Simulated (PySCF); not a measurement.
The dipole of N,N-dimethyl-1,3-propanediamine, `CN(C)CCCN` from its density and from atomic charges.

Coordinates (GFN2-xTB, Å) and charges (e) from the PBE0/pcSseg-1 density (PySCF):

| atom | x | y | z | Mulliken | IAO | Hirshfeld | ESP-fitted |
| --- | --- | --- | --- | --- | --- | --- | --- |
| C1 | -1.931 | 0.570 | -1.047 | -0.0993 | -0.3044 | -0.0744 | -0.4683 |
| N2 | -1.431 | 0.413 | 0.303 | -0.5964 | -0.2481 | -0.0976 | -0.1284 |
| C3 | -2.465 | -0.103 | 1.177 | -0.0902 | -0.3026 | -0.0748 | -0.4929 |
| C4 | -0.236 | -0.413 | 0.357 | -0.0315 | -0.1441 | -0.0244 | -0.2796 |
| C5 | 0.976 | 0.278 | -0.264 | -0.2574 | -0.2591 | -0.0766 | +0.0859 |
| C6 | 2.272 | -0.464 | 0.059 | -0.0561 | -0.1370 | -0.0256 | +0.2861 |
| N7 | 3.373 | 0.132 | -0.681 | -0.4551 | -0.5778 | -0.2424 | -1.0136 |
| H8 | -2.190 | -0.393 | -1.517 | +0.0747 | +0.0998 | +0.0235 | +0.1614 |
| H9 | -2.824 | 1.194 | -1.022 | +0.1119 | +0.1425 | +0.0429 | +0.1836 |
| H10 | -1.183 | 1.068 | -1.659 | +0.1239 | +0.1441 | +0.0425 | +0.1506 |
| H11 | -2.804 | -1.111 | 0.889 | +0.0738 | +0.1001 | +0.0233 | +0.1509 |
| H12 | -2.087 | -0.142 | 2.198 | +0.1125 | +0.1412 | +0.0416 | +0.1761 |
| H13 | -3.320 | 0.570 | 1.151 | +0.1115 | +0.1419 | +0.0422 | +0.1830 |
| H14 | -0.396 | -1.393 | -0.131 | +0.0858 | +0.0932 | +0.0210 | +0.0941 |
| H15 | -0.020 | -0.601 | 1.413 | +0.1066 | +0.1287 | +0.0371 | +0.1304 |
| H16 | 0.883 | 0.328 | -1.348 | +0.1296 | +0.1372 | +0.0342 | +0.0545 |
| H17 | 1.030 | 1.298 | 0.122 | +0.1163 | +0.1337 | +0.0336 | +0.0192 |
| H18 | 2.431 | -0.465 | 1.152 | +0.0968 | +0.0993 | +0.0229 | -0.0475 |
| H19 | 2.187 | -1.506 | -0.265 | +0.1122 | +0.1327 | +0.0376 | +0.0219 |
| H20 | 3.486 | 1.104 | -0.413 | +0.1651 | +0.2372 | +0.1051 | +0.3528 |
| H21 | 4.242 | -0.348 | -0.475 | +0.1652 | +0.2414 | +0.1079 | +0.3796 |

Task: Compute μ = Σ q r for each scheme (1 e·Å = 4.803 D) and compare with the dipole of the full density.

Result: The full density gives (0.23, -0.38, 1.06) D, 1.15 D in size; dipole vectors point from the negative to the positive end.

```
    scheme     μx     μy    μz  size (D)  share of the full size (%)  angle to the full dipole (°)
  Mulliken  -0.59  -1.26  0.49      1.48                         128                            59
       IAO  -0.13  -0.44  0.88      0.99                          86                            20
 Hirshfeld   0.12  -0.06  0.36      0.39                          34                            12
ESP-fitted   0.17  -0.42  1.06      1.15                         100                             4
```

Task: Which set comes closest?

Result: Length of the difference vector: ESP-fitted 0.07 D, IAO 0.40 D, Hirshfeld 0.78 D, Mulliken 1.33 D. Closest: ESP-fitted. 

Task: What is left for the Hirshfeld atoms' own dipoles?

Result: The shares of the density sum to the whole, so what Σ q r misses lies in dipoles about the nuclei. The atomic dipoles sum to (0.23, -0.38, 1.06) − (0.12, -0.06, 0.36) = (0.11, -0.32, 0.70) D, 0.78 D in size.

Task: With the origin at the mean of the coordinates, (0.000, 0.001, 0.000) Å, which are the largest single terms, by size, of the Hirshfeld dipole along the direction of the full one?

Result: C1 +0.55, H10 -0.43, H9 -0.39, H12 +0.33, H21 +0.27 D; all 21 atoms together +0.38 D. The single terms depend on the origin, their sum doesn't.

Task: Give the size of the full dipole in other units.

Result: 1.15 D = 0.453 au = 0.240 e·Å = 3.84 × 10⁻³⁰ C·m.

Geometry: GFN2-xTB, one conformer, isolated molecule.

Shape of the structure used: `[CH3:1][N:2]([CH3:3])[CH2:4][CH2:5][CH2:6][NH2:7]`: C1–N2–C4–C5 70°, N2–C4–C5–C6 168°, C4–C5–C6–N7 173°, H–N7–C6–C5 61°, H–N7–C6–C5 180°.
